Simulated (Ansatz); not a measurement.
```yaml
crystal:
  periodic: [false, false, false]
  atoms:
    - {symbol: C, position_ang: [-1.755240, 3.085156, -0.700302]}
    - {symbol: Si, position_ang: [1.689857, 0.864583, -1.257701]}
    - {symbol: F, position_ang: [4.110753, 2.359064, 0.513528]}
    - {symbol: Si, position_ang: [0.424147, -3.174302, 1.586917]}
    - {symbol: H, position_ang: [-2.353803, 3.285640, 1.999032]}
    - {symbol: H, position_ang: [-3.103658, 2.059937, -1.823688]}
    - {symbol: H, position_ang: [-1.128543, 4.356870, -1.924561]}
    - {symbol: H, position_ang: [1.497023, 0.021236, -3.813571]}
    - {symbol: H, position_ang: [-0.015221, -2.538576, 4.094448]}
    - {symbol: H, position_ang: [2.742731, -4.729442, 1.771485]}
    - {symbol: H, position_ang: [-1.472270, -4.475200, 0.707104]}
basis:
  gaussian: {orbitals: 6-31G}
magnetization: {spin_polarized: true, initial_magnetization: 2}
hamiltonian: {xc: {name: PBE0}, dispersion: d3bjatm}
```

```sh
$ ansatz run in.yaml --threads 4 --pin off --events-out ev --progress --plain --max-ram 10444MiB
```

Output, abridged:

```
Functional definition: PBE0
  name "PBE0"
  cite "Adamo & Barone, J. Chem. Phys. 110, 6158 (1999) doi:10.1063/1.478522"
  cite "Perdew, Burke & Ernzerhof, Phys. Rev. Lett. 77, 3865 (1996) doi:10.1103/PhysRevLett.77.3865"
  parent pbe
  parameter a = 0.25
  parameter kappa = 0.804
  parameter beta = 0.06672455060314922
  exchange = (1 - a)*pbe_x(kappa = kappa, mu = beta*pi^2/3) + a*exact_x
  correlation = pbe_c(beta = beta)
709 factors; integrals over basis functions are off by at most 2.1e-4 eV
mean field evaluation 1: about -19567.4491 eV, gradient 3.8e1 eV
mean field evaluation 2: about -19221.3498 eV, gradient 1.2e2 eV
mean field evaluation 4: about -19572.0310 eV, gradient 3.3e1 eV
mean field evaluation 8: about -19569.3034 eV, gradient 4.6e1 eV
mean field evaluation 16: about -19579.4521 eV, gradient 1.3e0 eV
mean field evaluation 32: about -19579.6364 eV, gradient 1.6e-5 eV
mean field -19579.63638237 eV, -719.5383654979 hartree, gradient 5.9e-6 eV, S^2 4.573991; 12 other end points of the search recorded, 0 dependent functions left out
reference -19579.63643620 eV, -719.5383674761 hartree; 26, 24 occupied and 32, 34 virtual orbitals, 709 factors
Total energy: -19579.78414999 eV, -719.5437958577 hartree
```

(1) What is wrong with this run?

Answers

(1) The coordinates are in bohr but typed as ångström. The run converged. The result belongs to that input, not to the molecule as meant.
